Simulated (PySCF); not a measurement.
# Two-component Hartree-Fock for B(2+) (boron, charge +2)

Start: [He] 2s1; 2s1/2 filled at m_j = +1/2. Calculated with PySCF 2.14 in x2c-SVPall-2c (3s2p1d, 14 functions): generalised Hartree-Fock with the X2C-1e Hamiltonian and a Gaussian nucleus; one run each with spin-orbit coupling (SO) switched off, then screened by Boettger's factors.

```json
{"spinor shell": "1s1/2", "electrons": "2", "ε, spin-free (eV)": "-240.26", "ε, screened SO (eV)": "-240.26", "weight of nominal j (screened SO)": "1.000", "rms radius, screened SO (bohr)": "0.378"}
{"spinor shell": "2s1/2", "electrons": "1", "ε, spin-free (eV)": "-37.322", "ε, screened SO (eV)": "-37.322", "weight of nominal j (screened SO)": "1.000", "rms radius, screened SO (bohr)": "1.82"}
```

| quantity | spin-free | screened SO |
| --- | --- | --- |
| E (hartree) | -23.35365 | -23.35365 |
| M_J | 1/2 | 1/2 |
| ⟨J²⟩ | 0.750 | 0.750 |
| ⟨L²⟩ | 0.000 | 0.000 |
| ⟨S²⟩ | 0.750 | 0.750 |

Each row is a mean over spinors that exchange with the open shell spreads, by up to 1.596 eV (1s1/2).

Without spin-orbit coupling the j labels of p, d and f shells carry no meaning; the spin-free column gives the mean over the occupied spinors of each nl shell.
